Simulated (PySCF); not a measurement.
Ti(Br)(SH)3 (BrH3S3Ti), SMILES [SH][Ti]([SH])([Br])[SH], multiplicity 1.

The structure is a stationary point at PBE0-D3(BJ)/def2-SVP. The multiplicity is an assumed one; other spin states were not compared. One conformer was computed; it need not be the lowest.

Calculation: TDA-PBE/def2-SVPD run with PySCF 2.14.0.

Vertical excitations. 

```json
[
 {"state": "S1", "energy (eV)": "2.86", "λ (nm)": "433", "f": "0.002", "main pairs": "HOMO→LUMO 94 %"},
 {"state": "S2", "energy (eV)": "3.04", "λ (nm)": "408", "f": "0.003", "main pairs": "HOMO→LUMO+1 57 %, HOMO−1→LUMO 17 %, HOMO−1→LUMO+1 14 %"},
 {"state": "S3", "energy (eV)": "3.16", "λ (nm)": "393", "f": "0.010", "main pairs": "HOMO−1→LUMO 39 %, HOMO−1→LUMO+1 20 %, HOMO→LUMO+1 17 %, HOMO−2→LUMO 15 %"},
 {"state": "S4", "energy (eV)": "3.23", "λ (nm)": "383", "f": "0.013", "main pairs": "HOMO−1→LUMO+1 50 %, HOMO−1→LUMO 29 %"},
 {"state": "S5", "energy (eV)": "3.30", "λ (nm)": "376", "f": "0.010", "main pairs": "HOMO−2→LUMO 45 %, HOMO−2→LUMO+1 28 %, HOMO→LUMO+1 13 %"},
 {"state": "S6", "energy (eV)": "3.41", "λ (nm)": "364", "f": "0.009", "main pairs": "HOMO−2→LUMO+1 48 %, HOMO−2→LUMO 17 %, HOMO→LUMO+2 15 %"},
 {"state": "S7", "energy (eV)": "3.63", "λ (nm)": "342", "f": "0.003", "main pairs": "HOMO→LUMO+2 65 %"},
 {"state": "S8", "energy (eV)": "3.78", "λ (nm)": "328", "f": "0.001", "main pairs": "HOMO−4→LUMO 34 %, HOMO−1→LUMO+2 21 %, HOMO−3→LUMO 19 %, HOMO→LUMO+3 12 %"},
 {"state": "S9", "energy (eV)": "3.85", "λ (nm)": "322", "f": "0.001", "main pairs": "HOMO−3→LUMO 38 %, HOMO→LUMO+3 23 %, HOMO−1→LUMO+3 16 %, HOMO−1→LUMO+2 8 %"},
 {"state": "S10", "energy (eV)": "3.85", "λ (nm)": "322", "f": "0.001", "main pairs": "HOMO−4→LUMO 35 %, HOMO−3→LUMO 23 %, HOMO−2→LUMO+2 12 %, HOMO−3→LUMO+1 7 %"},
 {"state": "T1", "energy (eV)": "2.67", "λ (nm)": "464", "f": "0", "main pairs": "HOMO→LUMO 84 %"},
 {"state": "T2", "energy (eV)": "2.73", "λ (nm)": "454", "f": "0", "main pairs": "HOMO−1→LUMO 75 %"},
 {"state": "T3", "energy (eV)": "2.76", "λ (nm)": "450", "f": "0", "main pairs": "HOMO→LUMO+1 81 %"},
 {"state": "T4", "energy (eV)": "2.94", "λ (nm)": "421", "f": "0", "main pairs": "HOMO−2→LUMO 41 %, HOMO−1→LUMO+1 34 %, HOMO−2→LUMO+1 12 %"}
]
```
Triplets are in the Tamm–Dancoff approximation.
